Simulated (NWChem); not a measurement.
CHCl3OSi; SMILES O=C[Si](Cl)(Cl)Cl

```xyz
7

O     -1.5573     2.1706     0.7071
C     -1.4772     1.2477    -0.0734
Si    -0.0489    -0.0650     0.0019
Cl     1.2277     0.3661     1.5518
Cl     0.9544    -0.0211    -1.8054
Cl    -0.9073    -1.9284     0.2584
H     -2.2398     1.0945    -0.9026
```
Atoms are numbered in this order, from 1.

All runs: NWChem. Pople sets run with spherical d functions. All runs use the structure optimised with PBE-D3(BJ)/def2-SVP. Vzz is the largest principal value of the second derivative of the potential at the nucleus (NWChem prints the opposite sign); η is the asymmetry. Non-relativistic.

```csv
level,Vzz O1 (a.u.),η O1,Vzz Cl4 (a.u.),η Cl4,Vzz Cl6 (a.u.),η Cl6,relative time
CAM-B3LYP/6-31G*,-2.084,0.60,2.311,0.02,2.226,0.02,5
Hartree-Fock/def2-TZVP,-2.300,0.70,2.415,0.01,2.334,0.03,5
Hartree-Fock/def2-SVP,-2.312,0.65,2.185,0.02,2.120,0.01,1
```

Times are rough ratios from one shared machine.
